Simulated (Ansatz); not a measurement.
Stepwise reaction of `N[SiH2][SiH](N)O` with water, as a gas-phase model of exchange steps in deposition or etching. ΔE in kJ/mol.

Computed with Ansatz on PBE0-D4/def2-TZVP structures; ΔE is electronic, products minus reactants. CBS: MP2 limit from def2 TZ/QZ plus the TZ coupled-cluster correction, frozen cores. This one scheme is used for every species. DFT in def2-TZVPP. B3LYP here is the variant with VWN-RPA as its local correlation; programs differ in this. One conformer a species, not always the lowest.

```tsv
step	reaction	PBE-D4	B3LYP-D4	ωB97M-V	CCSD(T)/CBS
1	`N[SiH2][SiH](N)O` + H₂O → `N[Si@H](O)[Si@H](N)O` + H₂	-79.7	-83.8	-83.7	-80.4
```

Give the row of step 2, `N[Si@H](O)[Si@H](N)O` + H₂O → `N[SiH](O)[Si](N)(O)O` + H₂. (Estimate.)

Ansatz gave: 
```
step                                                    reaction  PBE-D4  B3LYP-D4  ωB97M-V  CCSD(T)/CBS
   2  `N[Si@H](O)[Si@H](N)O` + H₂O → `N[SiH](O)[Si](N)(O)O` + H₂   -99.2    -106.8   -107.1       -103.8
```

By hand: ΔE of the 2 steps together at CCSD(T)/CBS.

(-80.4) + (-103.8) = -184.2 kJ/mol, or -92.1 kJ/mol a step.

In ΔE each step is lower than the one before. All are downhill at CCSD(T)/CBS. PBE-D4 differs from CCSD(T)/CBS by 0.7 to 4.6 kJ/mol a step. Only this route is followed, and other bonds may react first. Isolated molecules leave out the surface, adducts and barriers. Largest T1 diagnostic: 0.012.
